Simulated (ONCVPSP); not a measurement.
# LDA (Perdew-Wang 92) ONCV dataset for phosphorus, scalar-relativistic all-electron reference.

phosphorus, optimised norm-conserving Vanderbilt (ONCV), made with ONCVPSP 4.0.1 (LDA (Perdew-Wang 92), scalar-relativistic). Core [Ne], reference 3s2 3p2 (charge +1). Waves: 3s: rc 1.55 bohr, ncon 4, nbas 9, qcut 4.2 1/bohr, 3 projectors, debl 3 Ha; 3p: rc 1.65 bohr, ncon 4, nbas 8, qcut 4.9 1/bohr, 2 projectors, debl 3.2 Ha. Local part: polynomial inside 1.30 bohr (lpopt 5, dvloc0 4 Ha). Core correction: Teter function fitted to the true core (icmod 2), fcfact 0.55.

Poles of the logarithmic derivatives, all-electron (AE) and pseudo (PS). s: poles at 2.0 (AE) and 2.0 (PS) Ha. p: poles at 1.8 (AE) and 1.8 (PS) Ha. Test radii: s 1.57, p 1.68 bohr.

- Cutoffs needed: 12 Ha and 80 Ha (the cutoffs (Ha) at which the residual kinetic energy of the hardest occupied pseudo-wave falls to 1 and 0.1 mHa per electron)
- Ghost test: no bound ghost flagged; GHOST(+) flagged for s at 295.0 eV
- Largest excitation error: +47 meV (all-electron minus pseudo) for 3s2 3p0, out of 4 test configurations
- rms error of d²Exc/dni dnj: 4.58 mHa without and 0.81 mHa with the model core
